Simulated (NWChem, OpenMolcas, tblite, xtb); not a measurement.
How methods differ on SnNH4F (SMILES [NH2][SnH2][F])

The species is SnNH4F (7 atoms), meant as a singlet with charge 0. As SMILES, `[NH2][SnH2][F]`. The coordinates come from a PBE0-D4/def2-TZVP relaxation. This is one conformer, not always the lowest.

```xyz
7

N    -0.8246    0.0883   -0.9430
Sn    0.4977   -0.0651    0.5429
F     0.2339   -1.8275    1.2724
H    -1.5842    0.7414   -0.8296
H    -0.4695    0.1255   -1.8857
H     0.1131    0.9711    1.8338
H     2.0949   -0.1018   -0.0366
```

Each level gives the vertical energy of the triplet above the singlet (eV). The values are calculated.

| level | kind | program | value (eV) | less CCSD(T)/def2-SVP | CPU time (all runs) |
| --- | --- | --- | --- | --- | --- |
| GFN2-xTB | semi-empirical | tblite | 4.75 | -1.01 | under 2 s |
| GFN0-xTB | semi-empirical | xtb | 5.92 | +0.16 | under 2 s |
| HF/def2-SVP (core potential) | Hartree–Fock | OpenMolcas | 5.16 | -0.60 | 17 s |
| SVWN5/def2-SVP (core potential) | LDA | OpenMolcas | 5.52 | -0.24 | 83 s |
| PBE/def2-SVP (core potential) | GGA | OpenMolcas | 5.38 | -0.38 | 84 s |
| r2SCAN/def2-SVP (core potential) | meta-GGA | OpenMolcas | 5.43 | -0.33 | 1.8 min |
| M06-2X/def2-SVP (core potential) | hybrid meta-GGA | OpenMolcas | 5.83 | +0.07 | 1.7 min |
| MP2/def2-SVP (core potential) | perturbation theory | NWChem | 5.98 | +0.22 | 76 s |
| CCSD(T)/def2-SVP (core potential), open shells restricted | coupled cluster or CI | OpenMolcas | 5.76 | 0.00 | 2.1 min |

CCSD(T)/def2-SVP (core potential), open shells restricted is the highest level here, not the true value. Spin-orbit coupling, which can split open shells on such heavy atoms by tenths of an eV, is left out. The values span 4.75 to 5.98 eV. GFN0-xTB: no spin polarisation, so open shells miss the exchange term that lowers them. A triplet this far above the singlet is often a Rydberg-like or dissociative state; sets without diffuse functions put Rydberg states too high. In the correlated wave-function rows the outer d shell of Sn is correlated, in sets not made for it. CPU times are rough (shared hosts, several kinds of processor and program).
